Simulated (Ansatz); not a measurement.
`B/C=N/CN`, relaxed with RKS PBE-D4/def2-SVP in the Gaussian-basis code of Ansatz from a rough embedded geometry. The force threshold is 0.03 eV/Å; the program also tests the step.

Charge 0, multiplicity 1.

Start:

```xyz
12

B    -2.312   -0.583   -0.836
C    -1.035    0.119   -0.424
N     0.055   -0.524   -0.403
C     1.409    0.142   -0.058
N     1.329    0.522    1.351
H    -2.317   -1.791   -1.076
H    -3.348   -0.043   -0.814
H    -1.038    1.175   -0.153
H     1.506    0.991   -0.733
H     2.179   -0.597   -0.282
H     1.306   -0.381    1.895
H     2.267    0.970    1.533
```

```
         step  energy (eV)  largest force (eV/Å)  largest move (Å)
            1   -5830.1520                 3.172             0.000
            2   -5830.3636                 1.385             0.168
            3   -5830.5045                 0.724             0.124
 4 (rejected)   -5830.4721                 0.919             0.128
            5   -5830.5275                 0.159             0.058
            6   -5830.5297                 0.093             0.020
            7   -5830.5334                 0.139             0.061
            8   -5830.5413                 0.558             0.195
            9   -5830.5807                 0.683             0.200
           10   -5830.6302                 0.674             0.196
           11   -5830.6960                 0.586             0.200
           12   -5830.7385                 0.247             0.200
13 (rejected)   -5830.6266                 1.155             0.195
           14   -5830.7512                 0.268             0.098
           15   -5830.7575                 0.137             0.100
16 (rejected)   -5830.7428                 0.427             0.150
           17   -5830.7609                 0.040             0.043
18 (rejected)   -5830.7592                 0.205             0.072
           19   -5830.7616                 0.028             0.035
```

End:

```xyz
12

B    -2.314   -0.545   -0.882
C    -1.006   -0.161   -0.131
N     0.122   -0.447   -0.706
C     1.365    0.019   -0.110
N     1.278    0.738    1.144
H    -2.314   -1.462   -1.681
H    -3.340    0.086   -0.688
H    -0.994    0.439    0.813
H     1.846    0.666   -0.878
H     2.010   -0.897   -0.074
H     1.336    0.117    1.958
H     2.011    1.446    1.236
```

Hardware: 4 threads of an Arm Neoverse V1 on a shared host. Wall time 24 s, peak host memory 0.14 GiB.
